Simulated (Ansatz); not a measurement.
A nudged elastic band was laid between two geometries of CH5ClSi + H2O (11 atoms, charge 0, multiplicity 1).

Computed with UKS B3LYP/6-31G* in Ansatz 0.2.0.

```json
{
 "movable images": "5",
 "climbing image": "yes",
 "spring": "5.0 eV/Å²",
 "optimiser": "quadratic models (default)",
 "start path": "through a guess of the saddle point",
 "force threshold": "0.03 eV/Å",
 "iteration limit": "60",
 "end points": "relaxed"
}
```

Initial state:

```xyz
11
Properties=species:S:1:pos:R:3
Si -0.115 -0.117 -1.010
C 0.220 -1.404 0.309
H -1.425 0.561 -0.856
H 0.976 0.875 -1.162
Cl -0.224 -1.096 -2.872
H 0.627 2.331 1.132
O -0.040 1.687 1.415
H 1.166 -1.921 0.116
H -0.577 -2.155 0.330
H 0.274 -0.916 1.286
H -0.882 2.156 1.312
```

Final state:

```xyz
11
Properties=species:S:1:pos:R:3
Si -0.776 1.271 -1.671
C 0.905 -1.262 1.612
H -1.650 2.375 -2.106
H 0.633 1.454 -2.099
Cl -1.419 -0.471 -2.618
H 1.224 -0.236 1.828
O -0.933 1.178 -0.032
H 1.370 -1.931 2.342
H 1.223 -1.552 0.606
H -0.182 -1.350 1.699
H -0.394 0.525 0.438
```

What changes between the two ends?

Bonds broken: Si1–C2, H6–O7. Bonds formed: Si1–O7, C2–H6. CH5ClSi + H2O becomes CH4 + ClH3OSi.

What energy profile does the band end with?

The forces met the threshold. The highest image is number 3 of 0 to 6, 2.11 eV above the first end and 3.21 eV above the last; the last end lies 1.09 eV below the first. Beside the main top the profile has a ripple of under 15 meV (maxima at images 1, 3), which may be a very shallow well or noise. Neighbouring images differ by up to 3.0 eV, so the band resolves the path poorly. A vibrational analysis at the climbing image gives one clearly imaginary mode, 1335i cm⁻¹: a first-order saddle point. The orbitals stay closed-shell, which can raise the energy where a bond breaks towards radicals; this wasn't checked here.

```csv
image,path coordinate (Å),energy (eV),Si1–C2 (Å),H6–O7 (Å),Si1–O7 (Å)
0,0.00,0.00,1.87,0.97,3.02
1,2.72,0.05,1.88,0.97,3.21
2,5.44,0.04,1.88,0.97,3.00
3,8.16,2.11,2.21,1.30,1.89
4,10.59,-0.94,3.78,2.24,1.66
5,13.02,-1.08,4.49,2.81,1.65
6,15.45,-1.09,4.47,3.18,1.65
```

What is the geometry of the highest image?


```xyz
11
Properties=species:S:1:pos:R:3
Si -0.363 0.475 -0.819
C 0.212 -1.034 0.686
H -1.810 0.744 -0.777
H 0.587 1.276 -1.628
Cl -0.402 -1.160 -2.244
H 0.234 0.270 0.906
O -0.018 1.530 0.709
H 0.430 -1.028 1.770
H 1.048 -1.527 0.190
H -0.700 -1.623 0.577
H 0.782 2.076 0.629
```

The run took 3.4 min on 2 threads of AMD EPYC 9R45 96-Core Processor (Zen 5), with other jobs on the host, peak memory 0.26 GiB.
